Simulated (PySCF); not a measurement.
A geometry optimisation, step by step.

C₅H₆ClF₃O₂.
Numbering: `[F:1][C:2]([F:3])([F:4])[C@@H:5]1[CH2:6][O:7][C@H:8]([CH2:9][Cl:10])[O:11]1` (hydrogens: H12 on C5; H13, H14 on C6; H15 on C8; H16, H17 on C9)

Method: PBE0-D3(BJ)/def2-SVP geometry optimisation, gas phase in PySCF 2.14.0; density fitting, grid level 1; the optimiser is geomeTRIC in internal coordinates, started from a GFN2-xTB structure with every atom displaced at random (about 0.01 Å). The frame can shift and turn from step to step; on so coarse a grid that alone can change the energy by a few meV, and forces under 0.02 eV/Å are noise.

Step 0: E = -30011.1067 eV, largest atomic force 1.149 eV/Å
```
atom  x, y, z in Å  |  force x, y, z in eV/Å
F1     -0.913    1.007   -1.593    0.030  -0.172   0.004
C2     -1.811    0.386   -0.814    0.243  -0.457  -0.529
F3     -2.520   -0.440   -1.598    0.347   0.226   0.409
F4     -2.631    1.320   -0.360   -0.370   0.224   0.336
C5     -1.134   -0.340    0.350    0.194   0.401   0.174
C6     -0.331    0.643    1.251    0.135  -0.561  -0.004
O7      0.885   -0.055    1.482   -0.538   0.263  -0.282
C8      1.111   -0.866    0.370   -1.034  -0.272   0.423
C9      1.885   -0.185   -0.732    0.042   0.062  -0.216
Cl10    3.557    0.050   -0.210    0.318   0.079   0.061
O11    -0.193   -1.270   -0.085    0.696   0.240  -0.173
H12    -1.918   -0.861    0.913   -0.233  -0.046   0.060
H13    -0.181    1.601    0.727    0.135   0.079   0.074
H14    -0.815    0.829    2.224    0.096   0.004  -0.188
H15     1.629   -1.777    0.714    0.104   0.094  -0.100
H16     1.892   -0.823   -1.620   -0.044  -0.089  -0.124
H17     1.473    0.794   -1.008   -0.121  -0.076   0.075
```

Step 1: E = -30011.1280 eV, largest atomic force 0.616 eV/Å
```
atom  x, y, z in Å  |  force x, y, z in eV/Å
F1     -0.126    1.684   -1.252   -0.396  -0.057   0.031
C2     -1.331    1.251   -0.837    0.001   0.616   0.009
F3     -2.063    0.979   -1.910    0.167  -0.079   0.132
F4     -1.927    2.275   -0.189    0.276  -0.369  -0.177
C5     -1.195    0.072    0.102    0.069  -0.077   0.096
C6     -0.307    0.373    1.330   -0.453  -0.165  -0.013
O7      0.398   -0.827    1.484    0.187   0.112   0.045
C8      0.599   -1.337    0.212    0.332  -0.016  -0.133
C9      1.785   -0.741   -0.548   -0.007  -0.117   0.019
Cl10    3.364   -1.060    0.203   -0.146  -0.118   0.058
O11    -0.549   -0.992   -0.541   -0.179  -0.165   0.047
H12    -2.212   -0.228    0.400   -0.087  -0.009  -0.012
H13     0.344    1.236    1.142    0.237   0.147  -0.010
H14    -0.887    0.561    2.243    0.013   0.008  -0.032
H15     0.699   -2.436    0.299   -0.086   0.189  -0.085
H16     1.775   -1.173   -1.560    0.082   0.060   0.064
H17     1.670    0.344   -0.635   -0.008   0.039  -0.038
```

Step 2: E = -30011.1596 eV, largest atomic force 0.283 eV/Å
```
atom  x, y, z in Å  |  force x, y, z in eV/Å
F1     -0.190    1.725   -1.278   -0.034  -0.085   0.048
C2     -1.366    1.262   -0.835    0.064   0.269   0.057
F3     -2.104    0.964   -1.893   -0.053  -0.058  -0.044
F4     -1.966    2.265   -0.176    0.053  -0.119  -0.057
C5     -1.200    0.080    0.100    0.085  -0.043   0.049
C6     -0.307    0.388    1.318   -0.175  -0.057  -0.056
O7      0.414   -0.805    1.466    0.152   0.081   0.061
C8      0.609   -1.319    0.193   -0.027   0.013  -0.072
C9      1.822   -0.760   -0.542   -0.084  -0.003   0.005
Cl10    3.343   -1.165    0.277   -0.042  -0.050   0.029
O11    -0.549   -0.978   -0.551    0.027  -0.015   0.021
H12    -2.214   -0.232    0.403   -0.013   0.002  -0.015
H13     0.347    1.258    1.130    0.036  -0.001  -0.008
H14    -0.881    0.571    2.234    0.005   0.015   0.000
H15     0.688   -2.415    0.276   -0.022  -0.009  -0.009
H16     1.839   -1.186   -1.554    0.035   0.008   0.000
H17     1.754    0.331   -0.629   -0.007   0.053  -0.008
```

Step 3: E = -30011.1640 eV, largest atomic force 0.093 eV/Å
```
atom  x, y, z in Å  |  force x, y, z in eV/Å
F1     -0.180    1.706   -1.270   -0.001   0.016  -0.034
C2     -1.361    1.259   -0.832    0.014  -0.008   0.092
F3     -2.100    0.955   -1.890   -0.031   0.026  -0.054
F4     -1.956    2.261   -0.175    0.002   0.017  -0.055
C5     -1.203    0.076    0.103   -0.005  -0.031   0.021
C6     -0.311    0.388    1.316    0.015   0.026  -0.023
O7      0.428   -0.794    1.463    0.018   0.010   0.024
C8      0.609   -1.313    0.188   -0.059  -0.001  -0.062
C9      1.817   -0.752   -0.546   -0.009   0.019  -0.009
Cl10    3.322   -1.183    0.288    0.050  -0.011   0.018
O11    -0.554   -0.981   -0.548    0.010  -0.007   0.054
H12    -2.219   -0.234    0.404    0.006   0.009  -0.016
H13     0.341    1.260    1.122   -0.037  -0.009   0.016
H14    -0.881    0.573    2.236    0.001  -0.008   0.007
H15     0.688   -2.408    0.270    0.011  -0.025   0.014
H16     1.844   -1.172   -1.560    0.003  -0.001  -0.010
H17     1.755    0.342   -0.627    0.011  -0.022   0.017
```

Step 4: E = -30011.1649 eV, largest atomic force 0.046 eV/Å
```
atom  x, y, z in Å  |  force x, y, z in eV/Å
F1     -0.184    1.707   -1.273    0.024  -0.003  -0.011
C2     -1.364    1.260   -0.832    0.004   0.004   0.013
F3     -2.104    0.958   -1.890   -0.013  -0.015  -0.018
F4     -1.958    2.265   -0.180    0.005   0.000   0.000
C5     -1.204    0.076    0.104   -0.012  -0.007  -0.002
C6     -0.314    0.388    1.318    0.027   0.014  -0.005
O7      0.433   -0.789    1.463   -0.009   0.021   0.003
C8      0.611   -1.312    0.188   -0.035  -0.004  -0.030
C9      1.821   -0.754   -0.547   -0.005   0.002  -0.010
Cl10    3.327   -1.195    0.283    0.015  -0.005   0.010
O11    -0.553   -0.981   -0.545    0.013  -0.004   0.020
H12    -2.220   -0.235    0.403   -0.002   0.007  -0.010
H13     0.332    1.264    1.126   -0.015   0.008   0.011
H14    -0.883    0.568    2.239   -0.002  -0.012   0.003
H15     0.690   -2.408    0.272    0.006  -0.001   0.011
H16     1.846   -1.172   -1.562   -0.005   0.002  -0.001
H17     1.764    0.339   -0.624    0.007  -0.007   0.016
```

Step 5: E = -30011.1653 eV, largest atomic force 0.026 eV/Å
```
atom  x, y, z in Å  |  force x, y, z in eV/Å
F1     -0.181    1.702   -1.275    0.003  -0.004  -0.003
C2     -1.363    1.259   -0.833    0.001  -0.012  -0.023
F3     -2.104    0.956   -1.891    0.010  -0.004   0.010
F4     -1.955    2.267   -0.183    0.006   0.003   0.002
C5     -1.205    0.076    0.105   -0.008   0.005  -0.009
C6     -0.318    0.390    1.321    0.015  -0.006   0.004
O7      0.437   -0.784    1.464   -0.006   0.020  -0.009
C8      0.612   -1.310    0.189   -0.002  -0.005   0.003
C9      1.822   -0.755   -0.549   -0.001  -0.009  -0.002
Cl10    3.332   -1.203    0.273   -0.016  -0.004   0.005
O11    -0.554   -0.981   -0.542    0.007  -0.007   0.001
H12    -2.222   -0.235    0.401   -0.004   0.005  -0.002
H13     0.322    1.271    1.133    0.001   0.011   0.004
H14    -0.888    0.563    2.242   -0.005  -0.010   0.000
H15     0.691   -2.406    0.276    0.003   0.008   0.008
H16     1.843   -1.168   -1.566   -0.008   0.004   0.002
H17     1.770    0.339   -0.620    0.004   0.006   0.009
```

Q: Summarise the path.

A: The energy falls by 1.35 kcal/mol from step 0 to step 5; nine tenths of that is first reached at step 2. It falls at every step. The largest force goes from 1.149 to 0.026 eV/Å. Among the bonds C8–O11 changes most, from 1.439 to 1.414 Å; the atoms move by 0.070 Å rms after alignment.

The cost below is that of the whole optimisation. The run took 3.3 min of wall time on an Arm Neoverse N1 with one thread, no GPU (shared host), and the process peaked at 0.87 GiB of memory.
